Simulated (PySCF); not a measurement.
Gas-phase reaction: Ga2F6 + 3 Br2 ⇌ 2 GaBr3 + 6 F

Method: PySCF energies plus ideal-gas RRHO corrections (1 bar). † marks an energy on the PBE0/def2-TZVP geometry and frequencies; other levels use their own. CCSD(T) freezes the core. 6-31G* has spherical d functions here. Open shells (unrestricted): F (multiplicity 2, electronic degeneracy 6); the rest are closed-shell singlets. Spin-orbit splitting is ignored; it lowers the true energy and changes the entropy of F. B3LYP is the form with VWN-RPA correlation. Br, Ga: all electrons, no relativistic terms. Ga2F6: computed as isolated molecules; such fragments, hydroxides, amides, oligomers or adducts are transient or little studied in the gas. CCSD(T) isn't extrapolated to the basis-set limit. The harmonic model lacks anharmonicity and excited electronic states, which grow with temperature; levels with a mode under 35 cm⁻¹ are left out. Soft modes under 120 cm⁻¹ make the harmonic entropy rough for Ga2F6, GaBr3.

```tsv
level	ΔE electronic, kJ	ΔH°(298 K), kJ	ΔS°(298 K), J/K	ΔG°(2500 K), kJ
B3LYP/6-31G*	1734	1720	523	390
CCSD(T)/def2-SVP†	1565	1551	520	227
HF/def2-TZVP†	883	870	520	-455
PBE/def2-SVP	1855	1842	517	529
PBE0/def2-TZVP	1630	1616	520	292
r2SCAN/def2-TZVP†	1692	1678	520	354
LDA/def2-TZVP†	2195	2181	520	857
ωB97M-V/def2-TZVP†	1694	1681	520	357
ωB97X-V/def2-TZVP†	1692	1678	520	354
```
ΔH° is lowest at HF/def2-TZVP† and highest at LDA/def2-TZVP†. No reference value is set beside these.
